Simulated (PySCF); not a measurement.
# Electron correlation in Ag⁻ (silver, charge -1)

[Kr] 4d10 5s2, closed-shell 1S. Calculation: PySCF 2.14, in aug-cc-pVDZ-PP with ECP28MDF (5s5p4d2f, 54 functions); a scalar-relativistic core potential. Frozen: 4s2 4p6; 12 electrons correlated.

MP2 pair energies summed by pair of shells (mhartree):

| pair | energy | share (%) |
| --- | --- | --- |
| 4d-4d | -299.82 | 81.7 |
| 4d-5s | -50.36 | 13.7 |
| 5s-5s | -16.78 | 4.6 |

Total MP2 correlation energy: -366.96 mhartree.

Same-spin part -129.34 and opposite-spin part -237.62 mhartree; SCS-MP2 scales them by 1/3 and 6/5 to -328.26 mhartree.
